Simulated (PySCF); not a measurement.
Method: PySCF with PBE-D3(BJ)/def2-TZVP // B3LYP-D3(BJ)/def2-TZVP. Gas-phase values, no solvent. Excitations are Tamm–Dancoff values on a coarser integration grid. The basis has no diffuse functions, so Rydberg states are missing or too high.

Reference species (SMILES): `Cl[Si](Br)(Br)Br` (neutral, multiplicity 1).

- S1–T1 gap (TDA) = 0.29 eV
- S1 excitation (TDA) = 5.07 eV

Changed species: `Cl[Si](Cl)(Br)Br` (2 of 4 Cl replaced by Br; the reference has 3 of 4 Cl replaced by Br).

Question: Give the shifts of the S1–T1 gap (TDA) and S1 excitation (TDA).

Answer: the S1–T1 gap (TDA) goes up by 0.05 eV, to 0.34 eV; the S1 excitation (TDA) rises by 0.34 eV, to 5.41 eV.
